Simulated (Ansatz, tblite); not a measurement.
Spin states of the cluster MgTe2, each relaxed with PBE-D4/def2-TZVP in Ansatz. Electronic energies in the gas phase.

In the def2 sets Te takes a core potential; there is no spin–orbit coupling. The xTB rows come from tblite. B3LYP takes the VWN-RPA correlation. Correlated methods freeze 9 core orbitals; core or outer-core shells of Mg, Te are correlated, in sets that lack core-valence functions. The structure comes from a short search, and lower isomers may exist.

Singlet geometry (C2v within 0.1 Å):

```csv
atom,x (Å),y (Å),z (Å)
Mg1,1.2610,-0.6187,0.1747
Te2,-1.3046,-0.9805,0.2102
Te3,0.0436,1.5992,-0.3849
```

Triplet geometry (C2v within 0.1 Å):

```tsv
atom	x (Å)	y (Å)	z (Å)
Mg1	0.7644	1.4518	0.2648
Te2	-0.5587	-0.8731	1.2014
Te3	-0.2058	-0.5787	-1.4662
```

Quintet geometry (C2v within 0.1 Å):

```xyz
3

Mg    1.3165    0.4613    0.8773
Te   -0.1298   -1.6821   -0.4686
Te   -1.1867    1.2208   -0.4087
```

⟨S²⟩: triplet 2.01 at PBE0-D4/def2-TZVP (pure 2.00), quintet 6.02 at PBE0-D4/def2-TZVP (pure 6.00).

Only these spin states were relaxed.

Problem. Estimate which spin state lies lowest at each of these levels, and by how much: GFN1-xTB; GFN2-xTB; HF/def2-TZVP; HF/def2-TZVPP; BLYP-D4/def2-TZVP; B3LYP-D4/def2-TZVP; BHLYP-D4/def2-TZVP; CCSD/def2-TZVPP.

Solution. 
```json
{"level": "GFN1-xTB", "triplet − singlet (kJ/mol)": "53.7", "quintet − singlet (kJ/mol)": "304.6", "lowest of these": "singlet"}
{"level": "GFN2-xTB", "triplet − singlet (kJ/mol)": "111.3", "quintet − singlet (kJ/mol)": "361.9", "lowest of these": "singlet"}
{"level": "HF/def2-TZVP", "triplet − singlet (kJ/mol)": "-39.5", "quintet − singlet (kJ/mol)": "69.0", "lowest of these": "triplet"}
{"level": "HF/def2-TZVPP", "triplet − singlet (kJ/mol)": "-39.4", "quintet − singlet (kJ/mol)": "69.1", "lowest of these": "triplet"}
{"level": "BLYP-D4/def2-TZVP", "triplet − singlet (kJ/mol)": "8.7", "quintet − singlet (kJ/mol)": "172.2", "lowest of these": "singlet"}
{"level": "B3LYP-D4/def2-TZVP", "triplet − singlet (kJ/mol)": "7.6", "quintet − singlet (kJ/mol)": "183.4", "lowest of these": "singlet"}
{"level": "BHLYP-D4/def2-TZVP", "triplet − singlet (kJ/mol)": "4.5", "quintet − singlet (kJ/mol)": "186.3", "lowest of these": "singlet"}
{"level": "CCSD/def2-TZVPP", "triplet − singlet (kJ/mol)": "7.8", "quintet − singlet (kJ/mol)": "194.9", "lowest of these": "singlet"}
```

Change of the quintet − singlet gap on mixing in exact exchange, in kJ/mol: BLYP to B3LYP (20 % exact exchange) 11.2; BLYP to BHLYP (50 % exact exchange) 14.0. The xTB methods have no term that favours high spin, so they put low spin too low.
